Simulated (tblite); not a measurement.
A tight-binding relaxation on `[AlH2][C@@H]1CCC[C@H]1C1CC1`.

Computed with GFN2-xTB geometry optimisation, gas phase (tblite 0.8.0). Start geometry: from a force field or distance geometry. A driver script takes a list of jobs; this job's settings line and coordinates (Å) are shown.

Command:
```bash
OMP_NUM_THREADS=1 python probes_run.py task.json out
```

Input:
```
{"job": {"kind": "relax", "xc": "GFN2-xTB", "basis": "xTB"}, "charge": 0, "multiplicity": 1}
Al    -1.752900     2.047100    -0.332500
C     -0.955400     0.271200    -0.739700
C     -1.988400    -0.766100    -0.392100
C     -1.208700    -1.996600    -0.020100
C     -0.069500    -1.405700     0.806900
C      0.167800    -0.005000     0.218800
C      1.524800    -0.061400    -0.421800
C      2.148200     1.063100    -1.162100
C      2.499400     0.899300     0.275700
H     -1.606000     3.189800    -1.418400
H     -2.800300     2.208600     0.859900
H     -0.691200     0.181600    -1.784000
H     -2.674300    -0.987000    -1.237500
H     -2.624600    -0.459100     0.465700
H     -1.791800    -2.694800     0.597400
H     -0.843100    -2.464000    -0.931200
H      0.837900    -2.046600     0.606400
H     -0.255800    -1.388500     1.873000
H      0.165800     0.703400     1.075300
H      1.931900    -1.085400    -0.620300
H      2.959900     0.735900    -1.851600
H      1.551300     1.904500    -1.548100
H      2.021000     1.704900     0.930700
H      3.442300     0.470700     0.590600
```

Output:
```
step      E/eV     max force
  0    -701.70837    1.971
  1    -701.98691    1.073
  2    -702.09641    0.731
  3    -702.15829    0.617
  4    -702.21090    0.700
  5    -702.25402    0.605
  6    -702.29285    0.383
  7    -702.32339    0.383
  8    -702.34674    0.370
  9    -702.36546    0.342
... (194 lines left out)
204    -702.67882    0.026
205    -702.67899    0.027
206    -702.67916    0.024
207    -702.67931    0.025
208    -702.67942    0.028
209    -702.67951    0.024
210    -702.67959    0.016
211    -702.67967    0.017
212    -702.67971    0.013
213    -702.67972    0.007
```

«max force» is the largest atomic force in eV/Å.

From which step on does the largest force stay under 0.1 eV/Å, and how much energy is left to gain from there?

From step 82 (0.095 eV/Å), 60.2 meV above the end.

In short: energy lowered by 22.4 kcal/mol over 213 steps; largest atomic force 0.007 eV/Å at the end.

Where do the atoms end?

0.871 Å rms from the input after alignment:
```
atom  x, y, z in Å
Al1   -1.1015    1.9081   -1.0795
C2    -0.9791   -0.0890   -1.0017
C3    -2.1176   -0.8805   -0.3383
C4    -1.4318   -2.0709    0.3583
C5     0.0510   -1.6840    0.5097
C6     0.1272   -0.2179    0.0745
C7     1.4600    0.2436   -0.4477
C8     1.7154    1.7263   -0.5165
C9     2.4703    0.8691    0.4581
H10   -0.7672    2.8157   -2.2900
H11   -1.6324    2.5950    0.2123
H12   -0.6400   -0.6482   -1.8865
H13   -2.8725   -1.2051   -1.0547
H14   -2.6103   -0.2477    0.4081
H15   -1.8888   -2.2730    1.3268
H16   -1.5296   -2.9723   -0.2471
H17    0.6732   -2.2885   -0.1528
H18    0.4110   -1.8276    1.5283
H19   -0.1489    0.4208    0.9307
H20    1.8428   -0.3527   -1.2685
H21    2.2409    2.1412   -1.3636
H22    0.9707    2.4001   -0.0952
H23    2.2267    0.9664    1.5051
H24    3.5187    0.6909    0.2713
```

The run took 3.6 s on one thread of an Arm Neoverse N1, on a shared host.
Labels such as C1 count atoms from 1, the log's own numbers from 0.
